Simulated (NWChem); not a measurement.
System: silicon monosulfide (SiS, singlet); SMILES [Si]=S

Parts of the log:

```
             Northwest Computational Chemistry Package (NWChem) 7.3.0
             --------------------------------------------------------

                             Geometry "geometry" -> ""
                             -------------------------

 Output coordinates in angstroms (scale by  1.889725989 to convert to a.u.)

  No.       Tag          Charge          X              Y              Z
 ---- ---------------- ---------- -------------- -------------- --------------
    1 Si                  14.0000     0.00000000     0.00000000     1.03165100
    2 S                   16.0000     0.00000000     0.00000000    -0.89831000

 Effective nuclear repulsion energy (a.u.)      61.4187041997

  pbe96 is a nonlocal functional; adding pw91lda local functional.

                                 NWChem DFT Module
                                 -----------------

 Summary of "ao basis" -> "ao basis" (spherical)
 ------------------------------------------------------------------------------
       Tag                 Description            Shells   Functions and Types
 ---------------- ------------------------------  ------  ---------------------
 Si                         def2-svp                 8       18   4s3p1d
 S                          def2-svp                 8       18   4s3p1d

            General Information
            -------------------
          SCF calculation type: DFT
          Wavefunction type:  closed shell.
          No. of atoms     :     2
          No. of electrons :    30
           Alpha electrons :    15
            Beta electrons :    15
          Charge           :     0
          Spin multiplicity:     1
          Use of symmetry is: off; symmetry adaption is: off
          Maximum number of iterations: 150
          AO basis - number of functions:    36
                     number of shells:    16
          Convergence on energy requested:  1.00D-06
          Convergence on density requested:  1.00D-05
          Convergence on gradient requested:  5.00D-04

              XC Information
              --------------
                     Hartree-Fock (Exact) Exchange  1.000
                     LC-wPBE(h)Exchange Functional  0.800
            Perdew 1991 LDA Correlation Functional  1.000 local
           PerdewBurkeErnz. Correlation Functional  1.000 non-local

[...]

                                NWChem TDDFT Module
                                -------------------

            General Information
            -------------------
           No. of orbitals :      72
            Alpha orbitals :      36
             Beta orbitals :      36
        Alpha frozen cores :       0
         Beta frozen cores :       0
     Alpha frozen virtuals :       0
      Beta frozen virtuals :       0
         Spin multiplicity :       1
    Number of AO functions :      36
        Use of symmetry is : off
      Symmetry adaption is : off
         Schwarz screening :  0.10D-07

              XC Information
              --------------
              Hartree-Fock (Exact) Exchange   1.00
              LC-wPBE(h)Exchange Functional   0.80
     Perdew 1991 LDA Correlation Functional   1.00 local
    PerdewBurkeErnz. Correlation Functional   1.00 non-local
           Alpha           :  0.20
           Beta            :  0.80
           Gamma           :  0.20

             TDDFT Information
             -----------------
          Calculation type : Tamm-Dancoff TDDFT
         Wavefunction type : Restricted singlets
          No. of electrons :      30
           Alpha electrons :      15
            Beta electrons :      15
              No. of roots :       8
          Max subspacesize :    5600
            Max iterations :     100
               Target root :       1
           Target symmetry : none
      Symmetry restriction : off
                 Algorithm : Optimal
        Davidson threshold :  0.10D-03

    8 smallest eigenvalue differences (eV)
--------------------------------------------------------
  No. Spin  Occ  Vir  Irrep   E(Occ)    E(Vir)   E(Diff)
--------------------------------------------------------
    1    1   15   16 a        -0.362    -0.021     9.283
    2    1   15   17 a        -0.362    -0.021     9.283
    3    1   14   16 a        -0.371    -0.021     9.527
    4    1   14   17 a        -0.371    -0.021     9.527
    5    1   13   16 a        -0.371    -0.021     9.527
    6    1   13   17 a        -0.371    -0.021     9.527
    7    1   15   18 a        -0.362     0.131    13.431
    8    1   12   16 a        -0.521    -0.021    13.600
--------------------------------------------------------

  Entering Davidson iterations
  Restricted singlet excited states

  Iter   NTrls   NConv    DeltaV     DeltaE      Time
  ----  ------  ------  ---------  ---------  ---------
    1      8       0     0.18E+00   0.10+100        1.0
    2     16       0     0.36E-01   0.49E-01        0.9
    3     24       0     0.89E-01   0.27E-01        0.8
    4     32       4     0.14E-01   0.71E-02        0.9
    5     36       4     0.44E-02   0.49E-03        0.6
    6     40       6     0.12E-02   0.22E-04        0.6
    7     42       6     0.24E-03   0.61E-06        0.5
    8     44       8     0.79E-04   0.16E-07        0.5
  ----  ------  ------  ---------  ---------  ---------
  Convergence criterion met

  Ground state a        -687.217884216441 a.u.

  ----------------------------------------------------------------------------
  Root   1 singlet a              0.155434633 a.u.                4.2296 eV
  ----------------------------------------------------------------------------
     Transition Moments    X -0.00000   Y  0.00000   Z -0.00000
     Dipole Oscillator Strength                    0.0000000000
     Electric Quadrupole                           0.0000000000
     Magnetic Dipole                               0.0000000000
     Total Oscillator Strength                     0.0000000000

[...]
```

Level: LRC-wPBEh/def2-SVP, TDA. Low-valent species are run as closed-shell singlets; no triplet was tried in these runs. Structure relaxed at the PBE0-D3(BJ)/def2-TZVP level.

Question: Write an input that gives this output.

Answer: Several could match; the one computed here: the input that was run:
```
start job
memory heap 200 mb stack 900 mb global 1100 mb
geometry units angstroms noautosym nocenter noautoz
  Si     0.000000     0.000000     1.031651
  S      0.000000     0.000000    -0.898310
end
basis spherical
  Si library def2-svp
  S library def2-svp
end
dft
  xc xwpbe 0.80 cpbe96 1.0 hfexch 1.00
  cam 0.2 cam_alpha 0.2 cam_beta 0.8
  iterations 150
end
tddft
  cis
  nroots 8
  notriplet
end
task tddft energy
```
